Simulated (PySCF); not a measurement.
C₂H₆MgS (SMILES C[CH2][Mg][SH]), singlet, geometry from GFN2-xTB (such geometries of metal compounds can be far from the true shape). Base run: B3LYP/6-31G (PySCF).

The PySCF input:
```python
from pyscf import gto, scf, dft, solvent

mol = gto.M(
    atom='''
Mg   -0.451870   -0.319307    0.934083
C     0.242333   -1.989119   -0.172858
C     0.777303   -1.366462   -1.451232
H    -0.551921   -2.702238   -0.406245
H     1.041501   -2.524777    0.345741
H     1.572338   -0.647399   -1.229764
H    -0.017715   -0.841493   -1.990024
H     1.190099   -2.126474   -2.120044
S    -0.199356    1.892920    0.170563
H    -0.739977    2.520824    1.206875
''',
    basis='6-31g',
    charge=0,
    spin=0,
    verbose=4,
)

mf = dft.RKS(mol)
mf.xc = 'b3lyp'
mf.kernel()
mf.analyze()
```

The base run was repeated with changes; each row names its change, and settings that it needs were set with it.

```
change                                                          ΔE vs base (kcal/mol)  dipole (D)  HOMO-LUMO gap (eV)
--------------------------------------------------------------  ---------------------  ----------  ------------------
base                                                                            0.000        4.50                3.88
model = IEF-PCM; solvent = toluene                                              -6.92        5.57                4.21
model = IEF-PCM; solvent = tetrahydrofuran; vdw_scale = 1.4                     -7.33        5.86                4.33
model = IEF-PCM; solvent = tetrahydrofuran; vdw_scale = 1.1                    -17.67        6.84                4.66
model = IEF-PCM; solvent = tetrahydrofuran                                     -12.85        6.45                4.53
model = IEF-PCM; solvent = tetrahydrofuran; lebedev_order = 41                 -12.88        6.46                4.54
model = IEF-PCM; solvent = tetrahydrofuran; vdw_scale = 1.0                    -24.72        7.28                4.79
model = IEF-PCM; solvent = dichloromethane                                     -13.45        6.54                4.57
model = IEF-PCM; solvent = water                                               -16.35        6.95                4.73
model = C-PCM; solvent = tetrahydrofuran                                       -13.82        6.59                4.59
model = COSMO; solvent = tetrahydrofuran                                       -12.70        6.43                4.53
model = ddCOSMO; solvent = tetrahydrofuran                                     -24.09        7.34                4.89
```

The base is the gas phase, so ΔE is the electrostatic part of solvation at a fixed geometry, without cavity and dispersion terms.
